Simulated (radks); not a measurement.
Cd6+, 42 electrons, occupied as [Kr] 4d5 5s1 (not the ground configuration). Method: Dirac Kohn-Sham, PBE, spin-unpolarised, spherical densities, finite nucleus; open shells fill j = l - 1/2 first; Fermi nuclear charge, rms radius 4.6087 fm; computed with a radial shooting solver on a logarithmic mesh with Libxc functionals. Some entries of the table are withheld. Estimate them.

orbital  occ.  eigenvalue (eV)  <1/r> (bohr^-1)
1s1/2       2        -26614.45            50.64
2s1/2       2        -4041.947              (1)
2p1/2       2        -3770.250            11.67
2p3/2       4        -3577.809            10.94
3s1/2       2        -838.9887              (2)
3p1/2       2        -730.1795            4.016
3p3/2       4        -695.7242            3.836
3d3/2       4        -503.4124            3.677
3d5/2       6        -496.3983            3.631
4s1/2       2        -205.3595            1.628
4p1/2       2        -169.2936              (3)
4p3/2       4        -162.8614              (4)
4d3/2       4              (5)            1.249
4d5/2       1              (6)            1.237
5s1/2       1         -72.9432           0.7049

Answer. 
(1) 2s1/2 <1/r> (bohr^-1): 11.69
(2) 3s1/2 <1/r> (bohr^-1): 4.109
(3) 4p1/2 <1/r> (bohr^-1): 1.525
(4) 4p3/2 <1/r> (bohr^-1): 1.472
(5) 4d3/2 eigenvalue (eV): -105.1631
(6) 4d5/2 eigenvalue (eV): -104.1709
